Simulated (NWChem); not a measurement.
Molecule: C3H5ClSi; SMILES C(=C[SiH3])=CCl

Computed with NWChem. Pople sets run with spherical d functions. All runs use the structure optimised with PBE0/def2-SVP.

**Question.** Taking B3LYP/6-311G** as the yardstick, which of these has the fewest basis functions while keeping “highest occupied level (eV)” within 0.05 eV of it: B3LYP/STO-3G; B3LYP/3-21G; B3LYP/6-31G*?

**Answer.** none of them.
```
level           basis functions  highest occupied level (eV)  relative time (rough)
--------------  ---------------  ---------------------------  ---------------------
B3LYP/STO-3G                 38                        -5.04                      1
B3LYP/3-21G                  63                        -6.89                      2
B3LYP/6-31G*                 88                        -6.79                      4
B3LYP/6-311G**              136                        -7.01                      8
```

The yardstick is one finite set, not the basis-set limit.
